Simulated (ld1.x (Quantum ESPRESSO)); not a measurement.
# iridium: one change to a TM potential, before and after

- Element: iridium (Ir)
- Generator: ld1.x (Quantum ESPRESSO) 7.5
- Type: norm-conserving Troullier–Martins (Kleinman–Bylander form)
- Functional: PBE
- Relativity: scalar-relativistic
- Frozen core: [Kr] 4d10 4f14 5s2
- Valence charge: 15
- Reference configuration: 5p6 5d7 6s1.75 6p0 (charge +0.25)
- Partial waves: 5p (bound): rc 1.10 bohr; 5d (bound): rc 1.90 bohr; 6s (bound): rc 2.25 bohr
- Local potential: the s channel
- Core correction: none

All-electron outer shells of the reference configuration (PBE, scalar-relativistic, ld1.x):

```
shell  level (eV)  outermost node (bohr)  outermost maximum (bohr)
   5s      -99.95                   0.50                      0.89
   4f      -64.15                      –                      0.39
   5p      -56.67                   0.54                      1.01
   5d       -9.09                   0.59                      1.29
   6s       -8.06                   1.17                      2.38
   6p       -2.60                   1.39                      3.34
```

Change: fully relativistic.

Cutoffs: the cutoffs (Ry, on a coarse ladder) from which the occupation-weighted sum of valence levels, in a spherical-Bessel basis at the reference potential, stays within 10 and 1 mRy of its value at 400 Ry; they do not see the model core or the augmentation charge, which bear on the density cutoff. Errors are all-electron minus pseudo energies relative to the spin-unpolarised reference configuration.

Task: What does the change do?

Result: The potential gets neither clearly harder nor softer (140 Ry and 200 Ry → 140 Ry and 200 Ry); of the 7 tests that both files solve, the error grows in 0 and shrinks in 3 by more than 15 % and 0.3 meV (median size 36.4 → 27.6 meV); neither file shows a bound ghost at the reference potential, the only one tested.

```tsv
quantity	base	changed
cutoff, loose	140 Ry	140 Ry
cutoff, tight	200 Ry	200 Ry
loose cutoff by channel (10 mRy a level)	p 70 Ry, d 35 Ry, s 8 Ry	p 80 Ry, d 35 Ry, s 8 Ry
bound ghosts	none	none
error for 5p6 5d7 6s2 6p0, meV [ΔE -1.80 eV]	+0.4	-0.3
error for 5p6 5d7 6s1 6p0, meV [ΔE 8.08 → 8.09 eV]	-7.0	-4.0
error for 5p6 5d7 6s0 6p0, meV [ΔE 25.55 → 25.56 eV]	-36	-28
error for 5p6 5d8 6s0 6p0, meV [ΔE 6.84 eV]	-92	-85
error for 5p6 5d7 6s1.5 6p0, meV [ΔE 2.24 eV]	-1.3	-0.4
error for 5p6 5d7 6s0 6p2, meV [ΔE 9.21 → 9.09 eV]	-1403	-1493
error for 5p6 5d5 6s0 6p0, meV [ΔE 99.67 → 99.65 eV]	-202	-174
s: phases at 2.46 bohr within 0.05 rad from the reference energy up to (Ry; the scan ends near 5)	3.0	3.0
```

Changed file: These tests converged, but a pseudo level misses the all-electron one widely, so the file describes the atom poorly there or has found another state: 5p6 5d5 6s0 6p0: empty 6p by 3.8 eV.
